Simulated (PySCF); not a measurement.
**How a change of structure moves an absorption spectrum**

Computed, not measured: TDDFT B3LYP/def2-SVPD, vertical, gas phase, core orbitals frozen in the response in PySCF. Geometries: GFN2-xTB; one conformer of each isolated species. Triplets are in the Tamm–Dancoff approximation. 'Strongest' means the level of largest summed f among the lowest 8 singlets; it needn't be the same kind of state in each.

Parent: `OC[C@H]1C(=S)OC1`, with lowest singlet excitation energy 3.38 eV, HOMO energy -6.60 eV, lowest triplet energy 3.01 eV, energy of the strongest computed level 5.43 eV. Its spectrum: 3.38 eV (f 0.000); 5.43 eV (f 0.153); 5.77 eV (f 0.012); 5.81 eV (f 0.050); 6.27 eV (f 0.085).

Shifts from the parent:

| change | SMILES | Δ S1 (eV) | Δ HOMO (eV) | Δ T1 (eV) | Δ strongest (eV) |
| --- | --- | --- | --- | --- | --- |
| O replaced by S | OC[C@H]1CSC1=S | -0.58 | +0.21 | -0.58 | -0.69 |
| terminal O group replaced by H | C[C@@H]1COC1=S | +0.03 | +0.12 | +0.03 | +0.04 |
| C replaced by Si | O[SiH2][C@@H]1COC1=S | +0.08 | +0.18 | +0.09 | -0.03 |
| C-C bond made double | OCC1=COC1=S | -0.66 | -0.48 | -0.69 | -0.05 |

Q: Predict the same shifts for this change: C replaced by Si (`OC[C@H]1[SiH2]OC1=S`).

A: Δ lowest singlet excitation energy -0.10 eV, Δ HOMO energy +0.36 eV, Δ lowest triplet energy -0.08 eV, Δ energy of the strongest computed level +0.31 eV. Spectrum: 378 nm (f 0.000); 267 nm (f 0.027); 228 nm (f 0.016); 225 nm (f 0.024); 222 nm (f 0.069). S1 falls most with C-C bond made double (-0.66 eV), and it rises most with C replaced by Si (+0.08 eV). S1 is simply the lowest singlet of each species and needn't be the same kind of state throughout. Over these 5 changes the shifts of S1 and of the HOMO–LUMO gap correlate with r = 1.00.
